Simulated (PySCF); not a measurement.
## Hf(IV) with different ligands

Computed with PySCF 2.14.0, PBE0, def2-SVP on the ligands, density fitting, scalar-relativistic core potentials, no spin-orbit coupling, vacuum. The metal has def2-SVP with ECP60. Each complex is relaxed within the symmetry of a template of the same shape. Distances are means of the shortest metal–ligand contacts, charges and spins Mulliken's; removal energies are rigid, with the ligand's formal charge and no counterpoise, so too large; for an anion taken off a cation in vacuum most of it is the attraction of opposite charges, and multiply charged cations can part far more cheaply with an electron moved from ligand to metal.

```csv
complex,point group,M–first ligand (Å),charge on M (e),HOMO–LUMO gap (eV),removal of one first-named ligand (eV),"strongest infrared band, degenerate modes summed (cm⁻¹)",unstable modes (below −25 cm⁻¹)
Hf(OH)4,"S4, nearly D2d",1.932,1.17,8.58,12.31,282,0
Hf(SH)4,S4,2.431,0.64,5.63,10.07,344,0
Hf(NH2)4,S4,2.050,0.94,6.88,11.67,615,0
HfH4,Td,1.844,1.17,6.34,11.20,1737,0
HfCl4,Td,2.328,0.88,7.51,10.73,404,0
```

**Question.** A further member has point group Td, M–first ligand (Å) 1.905, charge on M (e) 1.44, HOMO–LUMO gap (eV) 11.19, removal of one first-named ligand (eV) 13.77, strongest infrared band, degenerate modes summed (cm⁻¹) 666, unstable modes (below −25 cm⁻¹) 0. Which complex is it?

**Answer.** HfF4. This is one of several that fit.

Moved off a saddle point of the template and relaxed again: Hf(NH2)4. One start shape was tried for each, so a minimum needn't be the lowest isomer.
